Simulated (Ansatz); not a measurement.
System: CH₃Cl₂Si (charge 0, doublet). It need not be the lowest isomer of its formula. SMILES: [CH2][SiH](Cl)Cl
Structure (B3LYP-D3(BJ)/def2-TZVP (Ansatz, an electronic-structure program) minimum search):
```
Si
H 1 1.4694
C 1 1.8233 2 112.65
H 3 1.0835 1 122.15 2 172.32
H 3 1.0838 4 115.74 1 -178.83
Cl 1 2.0599 2 108.38 3 121.68
Cl 1 2.0624 2 107.86 3 -121.73
```
Charge 0, spin multiplicity 2.

Parts of the frozen-core correlation energy in aug-cc-pV(T+d)Z (Ansatz, hartree). Frozen orbitals: 16; correlated occupied orbitals by spin: 13 and 12; virtual: 251 and 252. UHF or UKS for open shells. No spin-orbit coupling. No relativistic terms.

| term | value |
|---|---|
| reference (HF) | -1247.69894 |
| MP2 opposite-spin | (withheld) |
| MP2 same-spin | (withheld) |
| CCSD correlation | (withheld) |
| (T) | -0.03031 |
| T1 diagnostic | 0.010 |
| largest doubles amplitude | 0.010 |
| <S^2> of the reference | 0.761 |

**Question.** Fill in the missing entries.

**Answer.** 
- MP2 opposite-spin, value: -0.49420
- MP2 same-spin, value: -0.15348
- CCSD correlation, value: -0.70279
